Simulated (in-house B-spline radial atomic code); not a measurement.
## RPA and G0W0 on LDA VWN5: As V (As4+)

Configuration [Ar] 3d10 4s1, highest spin, mean-field start LDA VWN5. Computed with an all-electron radial atomic-structure program (B-spline basis): all electrons, non-relativistic, point nucleus, each spin shell either full or empty, empty states to l = 9 with an (l + 1/2)⁻⁴ tail; G0W0 by contour deformation at full frequency.

Command:
```bash
python run_gw.py task.json out
```
Settings (radii: box in bohr, nucleus in fm):
```
Z                        33
electrons                29
configuration            [Ar] 3d10 4s1
hamiltonian              nr
method                   lda,vwn
lmax                     9
spin_polarised           True
box_radius               11.96
intervals                51
ion_configuration        [Ar] 3d10
```

Time taken, with all properties: 3.1 s on 1 thread of Intel(R) Xeon(R) Platinum 8488C (Sapphire Rapids), with other jobs on the host.

Energies (hartree):

```
                                     term        value
                         mean-field total  -2228.66136
Hartree-Fock functional on these orbitals  -2230.45172
                      direct second order       -2.549
                    second-order exchange      0.74493
                         SOSEX correction      0.68057
```

Problem. What is the RPA correlation energy, and what remains with SOSEX?

Solution. RPA gives -2.1923 hartree (-2.06 eV per electron); RPA + SOSEX gives -1.5117, and the second-order doubles -1.8041 hartree (no singles). SOSEX takes back 31 % of the RPA value.

Quasi-particle levels (eV):

```
  level  occupied  mean field  Σx - vxc     Σc  QP weight     G0W0
  4s up       yes      -57.31     -3.90      ?          ?        ?
3d down       yes      -91.62    -16.71   3.37      0.922  -104.97
  3d up       yes      -91.91    -16.64   3.35      0.914  -105.20
4s down        no      -55.49      8.80  -2.71      0.942   -49.40
```

G0W0 = mean field + (Σx - vxc) + Σc, with Σc (partial-wave tail included) taken at the quasi-particle energy. Only the outer levels were computed. Levels of low weight are left out.

Problem. Where does G0W0 put 4s up?

Solution. At -62.98 eV, with Σc = -1.77 eV and a quasi-particle weight of 0.967. The tabulated removal energy is 62.77 ± 0.06 eV (NIST, measured); the calculation leaves out relativity, Breit and QED terms, and what these don't explain is the method's own error.

Problem. What does it cost to remove one electron (to [Ar] 3d10) by differences of total energies, each species on its own start (correlation terms add to the Hartree-Fock functional)?

Solution. LDA VWN5 63.26 eV, Hartree-Fock functional 60.69 eV, + RPA 62.56 eV, + RPA + SOSEX 61.77 eV, + second order 62.31 eV. Tabulated: 62.77 ± 0.06 eV (NIST, measured); the calculation leaves out relativity, Breit and QED terms, and what these don't explain is the method's own error.
